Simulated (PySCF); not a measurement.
chlorobenzene (C6H5Cl), singlet, at a GFN2-xTB geometry. Base run: M06/STO-3G in PySCF.

Geometry (Å):
```xyz
12

Cl     2.2308     0.1783     0.0017
C      0.5057     0.0404     0.0004
C     -0.2701     1.1880     0.0193
C     -1.6492     1.0705     0.0182
C     -2.2449    -0.1794    -0.0017
C     -1.4582    -1.3188    -0.0205
C     -0.0780    -1.2159    -0.0196
H      0.2013     2.1582     0.0347
H     -2.2587     1.9615     0.0329
H     -3.3210    -0.2654    -0.0025
H     -1.9185    -2.2953    -0.0360
H      0.5416    -2.0989    -0.0341
```
All else is at PySCF's defaults.
Base energy -683.70671 Eh.

Each row names what was changed in the base input (with any setting that the change needs).

```csv
change,ΔE vs base (mEh),grid points,electrons on the grid
base,0.000,152632,58.00002
grids.radi_method = delley,0.018,161176,58.00002
grids.level = 5,-0.044,418616,58.00000
grids.level = 4,-0.061,278880,58.00000
"grids.atom_grid = (30, 110)",65.076,29472,58.00016
grids.becke_scheme = stratmann,0.004,152632,58.00002
"grids.atom_grid = (150, 974)",-0.044,958320,58.00000
grids.radi_method = gauss_chebyshev,0.002,148096,58.00002
"grids.atom_grid = (50, 194)",-0.052,78744,57.99996
grids.prune = off,0.001,246120,58.00002
"grids.atom_grid = (75, 302)",0.041,172552,58.00002
```
